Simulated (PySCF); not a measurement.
CH$_{5}$MgNO (SMILES C[O][Mg][NH2]), singlet, at a GFN2-xTB geometry (such geometries of metal compounds can be far from the true shape) (in this run its highest filled SCF level lies above zero, so its values depend strongly on the basis, on diffuse functions most of all), atoms displaced at random by about 0.03 Å a coordinate; PySCF with TPSS/STO-3G, gradient.

Here is a job for PySCF.
```python
from pyscf import gto, scf, dft

mol = gto.Mole()
mol.atom = '''
    Mg    0.90290835    0.11062155    0.07787225
    O    -0.41571692   -0.24757912   -0.94289153
    C    -1.69402035   -0.47546060   -1.27165288
    H    -2.33220406    0.38538037   -1.07815335
    H    -1.78442683   -0.68058898   -2.34093036
    H    -2.13063142   -1.33574686   -0.74362222
    N     1.10293674    0.58130091    1.93235292
    H     0.63237038   -0.16429035    2.41568047
    H     0.53465082    1.45797932    2.11915187
'''
mol.basis = 'sto-3g'
mol.verbose = 3
mol.build()

mf = dft.RKS(mol)
mf.xc = 'tpss'
mf.grids.level = 5
mf.kernel()
g = mf.nuc_grad_method()
g.grid_response = False
grad = g.kernel()
```

It wrote (shortened):

```
converged SCF energy = -366.4405462323
--------------- RKS gradients ---------------
         x                y                z
0 Mg     0.0246850868    -0.0059257675    -0.0239869057
1 O    -0.0765076596    -0.0102356801    -0.0088495289
2 C     0.0039639238     0.0053053461     0.0010396559
3 H     0.0279201560    -0.0213173997    -0.0051967616
4 H     0.0128987257     0.0086678188     0.0290483381
5 H     0.0178384477     0.0179099472    -0.0085890167
6 N    -0.0571485188    -0.0347649353     0.0520239932
7 H     0.0367307942     0.0346814776    -0.0328562056
8 H     0.0095882360     0.0056985488    -0.0026494133
----------------------------------------------
```
